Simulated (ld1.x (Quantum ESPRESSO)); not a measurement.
Which change was made? (Bi, RRKJ)

```
Element                 : Bi (Z = 83)
Generator               : ld1.x (Quantum ESPRESSO) 7.5
Type                    : norm-conserving RRKJ (Kleinman–Bylander form)
Functional              : PBE
Relativity              : scalar-relativistic
Frozen core             : [Xe] 4f14
Valence charge          : 15
Reference configuration : 5d10 6s2 6p2 (charge +1)
Partial waves           : 6p (bound): rc 1.75 bohr; 5d (bound): rc 1.10 bohr; 5f channel at -0.1 Ry: rc 1.90 bohr; 6s (bound): rc 1.55 bohr
Local potential         : the s channel
Core correction         : none
```

Cutoffs, loose and tight: the cutoffs (Ry, on a coarse ladder) from which the occupation-weighted sum of valence levels, in a spherical-Bessel basis at the reference potential, stays within 10 and 1 mRy of its value at 400 Ry. They do not see the model core or the augmentation charge, which bear on the density cutoff. Test errors are all-electron minus pseudo excitation energies from the reference, over the configurations 5d10 6s2 6p3; 5d10 6s2 6p1; 5d10 6s2 6p0; 5d9 6s2 6p4; 5d10 6s1 6p0; 5d10 6s2 6p3.3; 5d9 6s2 6p3; variants that change the core or the reference have their own tests.

The base gives: outcome: generated; cutoff, loose: 140 Ry; cutoff, tight: 230 Ry; bound ghosts: none; largest test error (meV): -81.

**Question.** After one change the result is: outcome: failed: compute_chi: n is too large. Which change was it?
A. all radii scaled by about 1.06 (s 1.64, p 1.86, d 1.16, f 2.02 bohr)
B. all radii scaled by about 1.20 (s 1.86, p 2.10, d 1.32, f 2.28 bohr)
C. all radii scaled by about 0.76 (s 1.18, p 1.34, d 0.84, f 1.44 bohr)
D. all radii scaled by about 1.40 (s 2.16, p 2.44, d 1.54, f 2.66 bohr)

**Answer.** C. The others give: all radii scaled by about 1.40 (s 2.16, p 2.44, d 1.54, f 2.66 bohr) → outcome: failed: compute_phi: phi has nodes before r_c | all radii scaled by about 1.20 (s 1.86, p 2.10, d 1.32, f 2.28 bohr) → outcome: generated; cutoff, loose: 100 Ry; cutoff, tight: 160 Ry; bound ghosts: none; largest test error (meV): -254 | all radii scaled by about 1.06 (s 1.64, p 1.86, d 1.16, f 2.02 bohr) → outcome: generated; cutoff, loose: 140 Ry; cutoff, tight: 200 Ry; bound ghosts: none; largest test error (meV): -164.
